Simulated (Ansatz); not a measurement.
The same path of AsH6N2 (9 atoms, charge 1, multiplicity 1) was run twice with different band settings. The coordinate that changes most is the dihedral N1–As2–N3–H7.

These are results of RKS PBE0/def2-SVP in Ansatz 0.2.0, not measurements.

Relaxed end points:

```xyz
9
Properties=species:S:1:pos:R:3
N -0.869 0.753 -1.161
As -0.688 0.763 0.596
N 0.569 -0.948 0.812
H -1.749 0.459 -1.574
H -0.202 1.143 -1.820
H 0.591 1.590 0.605
H 1.171 -1.072 -0.008
H 0.003 -1.797 0.909
H 1.173 -0.891 1.640
```

```xyz
9
Properties=species:S:1:pos:R:3
N -1.257 0.484 -0.929
As -0.341 1.030 0.479
N 0.830 -0.722 0.823
H -2.239 0.245 -0.828
H -0.924 0.505 -1.888
H 0.847 1.556 -0.316
H 1.729 -0.508 1.268
H 1.023 -1.222 -0.051
H 0.332 -1.368 1.443
```

Common settings: movable images 7; climbing image yes; spring 5.0 eV/Å²; optimiser quadratic models (default); start path IDPP; force threshold 0.05 eV/Å; end points relaxed.

| run | iteration limit |
| --- | --- |
| 1 | 22 |
| 2 | 10 |

(1) What does each run give, and how far can it be trusted?

## Answers

(1) Run 1: converged after 5 iterations, highest image 0.015 eV above the first end. A vibrational analysis at the climbing image gives one clearly imaginary mode, 96i cm⁻¹: a first-order saddle point.
Run 2: converged after 5 iterations, highest image 0.015 eV above the first end. Another band between the same ends (7 images) ends at a top of the same energy, where a vibrational analysis finds 1 clearly imaginary mode.
Limits of this set-up: the dipole of an ion depends on the origin.
